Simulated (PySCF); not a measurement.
# [Pb(CN)3]−: from a saddle point downhill

PySCF 2.14.0, RKS PBE0, Pb def2-SVP with ECP60, C def2-SVP, N def2-SVP; non-relativistic Hamiltonian with scalar-relativistic core potentials where named; density fitting; no spin-orbit coupling. Relaxed within the symmetry of its start, the geometry (D3h) is

```xyz
7

Pb    0.0000    0.0000    0.0000
C     2.6045    0.0000    0.0000
N     3.7740    0.0000    0.0000
C    -1.3023    2.2556    0.0000
N    -1.8870    3.2683    0.0000
C    -1.3023   -2.2556    0.0000
N    -1.8870   -3.2684    0.0000
```

and its lowest harmonic modes are -268, -67, -67, 36, 52, 52 cm⁻¹ (negative: unstable). It was moved along the lowest mode and relaxed again, within the group C3v that the move left.

(1) Where does it end, and how much lower?

(2) How do the contacts change?

(3) Is the end a minimum?

State: singlet.

## Answers

(1) In C3v, 1.760 eV lower, after 17 steps:
```xyz
7

Pb    0.0000    0.0000    1.2197
C     1.9540    0.0000   -0.0707
N     3.0215    0.0000   -0.5373
C    -0.9770    1.6922   -0.0707
N    -1.5108    2.6167   -0.5373
C    -0.9770   -1.6922   -0.0707
N    -1.5107   -2.6167   -0.5373
```

(2) 
```
    contact  saddle (Å)  end (Å)
Pb1–C2 (CN)       2.605    2.342
Pb1–C4 (CN)       2.605    2.342
Pb1–C6 (CN)       2.605    2.342
```


(3) Yes; lowest modes 64, 64, 71, 199, 199, 208 cm⁻¹.
